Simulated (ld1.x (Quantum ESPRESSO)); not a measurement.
**Which change was made? (S, TM)**

S, norm-conserving Troullier–Martins (Kleinman–Bylander form), made with ld1.x (Quantum ESPRESSO) 7.5 (Wu–Cohen, scalar-relativistic). Core [Ne], reference 3s2 3p4. Waves: 3p (bound): rc 1.55 bohr; 3d channel at 0.4 Ry: rc 1.55 bohr; 3s (bound): rc 1.35 bohr. Local part: the s channel. Core correction: a·sin(br)/r model core inside 1.00 bohr.

Cutoffs, loose and tight: the cutoffs (Ry, on a coarse ladder) from which the occupation-weighted sum of valence levels, in a spherical-Bessel basis at the reference potential, stays within 10 and 1 mRy of its value at 400 Ry. They do not see the model core or the augmentation charge, which bear on the density cutoff. Test errors are all-electron minus pseudo excitation energies from the reference, over the configurations 3s2 3p3; 3s2 3p2; 3s2 3p1; 3s2 3p4.3; 3s1 3p4; 3s1 3p5; 3s2 3p3.5; variants that change the core or the reference have their own tests.

The base gives: outcome: generated; cutoff, loose: 40 Ry; cutoff, tight: 60 Ry; bound ghosts: none; largest test error (meV): +77.

Task: After one change the result is: outcome: generated; cutoff, loose: 300 Ry; cutoff, tight: over 300 Ry; bound ghosts: none; largest test error (meV): +289. Which change was it?
A. wave 3s (bound): rc 1.35 bohr becomes 3s (bound): rc 1.86 bohr
B. wave 3s (bound): rc 1.35 bohr becomes 3s (bound): rc 1.10 bohr
C. wave 3s (bound): rc 1.35 bohr becomes 3s (bound): rc 0.84 bohr
D. wave 3s (bound): rc 1.35 bohr becomes 3s (bound): rc 2.04 bohr

Result: C. The others give: wave 3s (bound): rc 1.35 bohr becomes 3s (bound): rc 1.10 bohr → outcome: generated; cutoff, loose: 60 Ry; cutoff, tight: 140 Ry; bound ghosts: none; largest test error (meV): +95 | wave 3s (bound): rc 1.35 bohr becomes 3s (bound): rc 1.86 bohr → outcome: generated; cutoff, loose: 25 Ry; cutoff, tight: 45 Ry; bound ghosts: none; largest test error (meV): +149 | wave 3s (bound): rc 1.35 bohr becomes 3s (bound): rc 2.04 bohr → outcome: generated; cutoff, loose: 25 Ry; cutoff, tight: 40 Ry; bound ghosts: none; largest test error (meV): +197.
